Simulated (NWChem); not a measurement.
Molecule: 1,1,1-trifluoroethane (C₂H₃F₃); SMILES CC(F)(F)F

```xyz
8

C      0.0000     0.0000    -1.4716
C      0.0000     0.0000     0.0272
F     -0.8785    -0.8806     0.5192
F     -0.3234     1.2012     0.5192
F      1.2019    -0.3205     0.5192
H      0.2697    -0.9986    -1.8378
H      0.7300     0.7329    -1.8378
H     -0.9997     0.2658    -1.8378
```
Atoms are numbered in this order, from 1.

Results from NWChem. Structure relaxed at the PBE0/def2-SVP level. Vertical excitations in the gas phase.

Task: What does the run give for PBE0/aug-cc-pVDZ, TDA? Quantities: lowest excitation, singlet (eV); oscillator strength of that lowest state; orbital gap (eV).

Result: 
```json
{
 "lowest excitation, singlet (eV)": "9.82",
 "oscillator_strength_of_that_lowest_state": "0.056",
 "orbital gap (eV)": "10.87"
}
```
